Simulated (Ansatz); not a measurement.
Molecule: ZnCl, charge 0, multiplicity 2. The spin state was set by rule; other spins were not relaxed. 
Structure (B3LYP-D3(BJ)/def2-TZVP (Ansatz, a first-principles code) minimum search):
```
Zn
Cl 1 2.1865
```
Charge 0, spin multiplicity 2.

Basis-set convergence of Hartree-Fock and CCSD(T) correlation energies (hartree) with Ansatz. Cores are frozen in the correlated levels unless marked. Open shells are spin-unrestricted. Spin-orbit coupling is left out. Frozen are the shells of the preceding noble gas and the d and f shells that filled before the atom's block. Non-relativistic.

```json
[
 {"basis": "def2-SVPD", "functions": "61", "E(HF)": "-2236.96815", "E(corr, CCSD(T))": "-0.43142"},
 {"basis": "def2-TZVPPD", "functions": "118", "E(HF)": "-2237.35769", "E(corr, CCSD(T))": "-0.65846"},
 {"basis": "def2-QZVPPD", "functions": "179", "E(HF)": "-2237.41187", "E(corr, CCSD(T))": "-0.71234"}
]
```

Extrapolating the two largest sets (X = 3 and 4) as X^-3: E(corr) = (64·(-0.71234) - 27·(-0.65846))/37 = -0.7517 Eh, an estimate of the basis-set limit. The largest set recovers 94.8 % of it, the smallest 57.4 %.
